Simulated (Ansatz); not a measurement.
Relaxation of C₂H₄NSi (8 atoms, charge -1, multiplicity 1), to a largest force component of 0.015 eV/Å in at most 40 steps.

The calculation used RKS PBE0-D4/def2-SVP in Ansatz 0.2.0.

```xyz
8
Properties=species:S:1:pos:R:3:forces:R:3
C -0.097 1.966 -1.204 -0.64 1.34 -1.02
C 0.137 1.097 -0.395 0.56 -0.98 1.12
Si 0.937 -0.348 0.468 0.78 -0.76 -0.17
N -0.479 -1.496 0.541 -0.25 -0.62 -0.36
H -0.368 2.755 -1.861 -0.10 0.36 -0.35
H 0.886 0.106 1.912 -0.02 0.58 0.57
H -1.315 -1.048 0.179 -0.22 0.06 0.05
H -0.684 -1.748 1.502 -0.11 0.02 0.17
```

Problem. Where does it end, and by what steps?

Solution. The run converged. Limits of this set-up: an anion without diffuse functions, the dipole of an ion depends on the origin. After 12 steps the energy has fallen by 0.327 eV; H8 moved furthest, 0.85 Å.

| step | energy less start (eV) | largest force component (eV/Å) | accepted |
| --- | --- | --- | --- |
| 0 | 0.0000 | 1.336 | yes |
| 1 | -0.1215 | 0.602 | yes |
| 2 | -0.1526 | 0.615 | yes |
| 3 | -0.1938 | 0.569 | yes |
| 4 | -0.2054 | 1.120 | yes |
| 5 | -0.2873 | 0.480 | yes |
| 6 | -0.3165 | 0.248 | yes |
| 7 | -0.3050 | 0.430 | no |
| 8 | -0.3239 | 0.205 | yes |
| 9 | -0.3260 | 0.119 | yes |
| 10 | -0.3270 | 0.041 | yes |
| 11 | -0.3272 | 0.016 | yes |
| 12 | -0.3272 | 0.005 | yes |

```xyz
8
Properties=species:S:1:pos:R:3
C -0.007 2.000 -1.293
C 0.265 1.087 -0.517
Si 0.869 -0.353 0.581
N -0.635 -1.385 0.529
H -0.243 2.794 -1.976
H 0.679 0.468 1.899
H -1.455 -1.016 1.010
H -0.454 -2.311 0.910
```

Whether the end is a true minimum wasn't checked by a vibrational analysis.

Time of the run: 31 s on 1 thread of Arm Neoverse V2, on a shared host, peak memory 0.15 GiB.
